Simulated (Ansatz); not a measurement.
Basis-set series for CH3BFNO. The species carries charge 0 and has multiplicity 1. The bonds changed during the relaxation, so this is another structure than the one it started from. The structure was optimised at the PBE0-D4/def2-TZVP level. It is one conformer, not always the lowest.

Cartesian coordinates in Å:
```
N -0.320 0.405 1.134
C -0.175 0.434 -0.170
O 1.455 -0.483 -1.032
B 0.210 -0.775 -1.076
F -0.538 -1.749 -1.601
H -0.467 -0.468 1.615
H -0.124 1.206 1.713
H -0.041 1.430 -0.583
```

```csv
functional,basis,functions,energy (Eh),HOMO (eV),LUMO (eV)
PBE0-D4,def2-TZVPP,197,-294.45198,-7.30,-1.20
PBE0-D4,def2-QZVPP,375,-294.46820,-7.34,-1.27
ωB97M-V,def2-TZVPP,197,-294.67791,-9.50,0.95
ωB97M-V,def2-QZVPP,375,-294.69317,-9.54,0.79
```

Give the rows for def2-SVP. (An estimate is asked.)

Ansatz gave: 
| functional | basis | functions | energy (Eh) | HOMO (eV) | LUMO (eV) |
| --- | --- | --- | --- | --- | --- |
| PBE0-D4 | def2-SVP | 85 | -294.10498 | -7.07 | -0.91 |
| ωB97M-V | def2-SVP | 85 | -294.32156 | -9.23 | 1.34 |

Positive LUMOs are unbound and depend on the basis.
